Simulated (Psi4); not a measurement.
Dimer: SiH4 (SMILES [SiH4]) (first 5 atoms) with C3H4 (SMILES C=C=C); geometry from B3LYP-D3(BJ)/def2-TZVP, rigid monomers moved along the line of their centres of mass till Si1···C6 is 3.29 Å.
(charge 0, multiplicity 1):
```json
[
 {"atom": "Si", "x (Å)": "-0.1137", "y (Å)": "0.3464", "z (Å)": "0.2517"},
 {"atom": "H", "x (Å)": "1.2281", "y (Å)": "0.6215", "z (Å)": "0.8093"},
 {"atom": "H", "x (Å)": "-0.0152", "y (Å)": "0.2466", "z (Å)": "-1.2242"},
 {"atom": "H", "x (Å)": "-1.0399", "y (Å)": "1.4455", "z (Å)": "0.6010"},
 {"atom": "H", "x (Å)": "-0.6271", "y (Å)": "-0.9333", "z (Å)": "0.7873"},
 {"atom": "C", "x (Å)": "-0.4433", "y (Å)": "1.0098", "z (Å)": "3.4608"},
 {"atom": "C", "x (Å)": "0.0619", "y (Å)": "-0.1883", "z (Å)": "3.4755"},
 {"atom": "C", "x (Å)": "0.5670", "y (Å)": "-1.3856", "z (Å)": "3.4773"},
 {"atom": "H", "x (Å)": "0.1833", "y (Å)": "1.8827", "z (Å)": "3.3187"},
 {"atom": "H", "x (Å)": "-1.5068", "y (Å)": "1.1745", "z (Å)": "3.5893"},
 {"atom": "H", "x (Å)": "0.6586", "y (Å)": "-1.9549", "z (Å)": "2.5594"},
 {"atom": "H", "x (Å)": "0.9113", "y (Å)": "-1.8517", "z (Å)": "4.3931"}
]
```

Method: SAPT0/jun-cc-pV(D+d)Z run with Psi4.

Task: Give the four SAPT terms and the total, and say what mostly holds the pair together.

Result: electrostatics -4.92, exchange 10.40, induction -1.36, dispersion -3.86, total 0.27 kcal/mol; the largest attraction is electrostatics.
